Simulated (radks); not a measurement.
Task: These are the eigenvalues of the occupied orbitals of an atom or ion with whole-number occupations (Ry). All-electron calculation, scalar-relativistic Kohn-Sham, LB94 model potential, spin-polarised, spherical densities, finite nucleus; Fermi nuclear charge, rms radius of each element as measured or else 0.836 A^(1/3) + 0.57 fm. Program: a radial shooting solver on a logarithmic mesh with Libxc functionals.

orbital  eigenvalue
1s        -5248.090
2s        -1010.483
2p        -900.0836
3s        -325.3128
3p        -292.4897
3d        -255.4883
4s        -148.7932
4p        -136.6661

Which element is it, and in what charge state? The configuration may be excited. Open shells, if any, are filled with parallel spins first.

Result: Z = 74, tungsten, charge +38: W38+ in [Kr]. The list shows which subshells hold electrons but not how many an open one holds; the 1s level, -2624 hartree, gives Z - s = 72.4 by -(Z - s)^2/2, which with screening and relativity narrows Z to a few neighbours, and the depths of the outer levels then fix element, charge and occupations together.
